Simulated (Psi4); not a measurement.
Ge (SMILES [Ge+]), charge +1, doublet. Base run: PBE0/def2-SVP (Psi4 1.11).

Psi4 was given this input:
```
memory 2 GB

molecule mol {
1 2
Ge    0.000000    0.000000    0.000000
}

set {
  basis def2-svp
  reference uks
}

energy('pbe0')
print_variables()
```

Each row names what was changed in the base input (with any setting that the change needs).

| change | basis functions | E (Eh) |
|---|---|---|
| base | 32 | -2076.10259 |
| basis = cc-pVTZ-DK; relativity = none (with scf_type pk) | 43 | -2063.34980 |
| basis = cc-pVDZ-DK; relativity = spin-free X2C (with scf_type pk) | 27 | -2098.08841 |
| basis = cc-pVTZ-DK; relativity = spin-free X2C (with scf_type pk) | 43 | -2098.18296 |
| basis = cc-pVDZ-DK; relativity = none (with scf_type pk) | 27 | -2064.48634 |

Total energies compare only within one method and basis.

Open shells are given as the SCF converged; they aren't shown to be the lowest states, and a large step between rows can be another state.

Basis sets contracted for a relativistic Hamiltonian are a mismatch without it, so the rows without relativity aren't non-relativistic limits. No row has spin-orbit coupling; sets with core potentials leave out the core electrons.
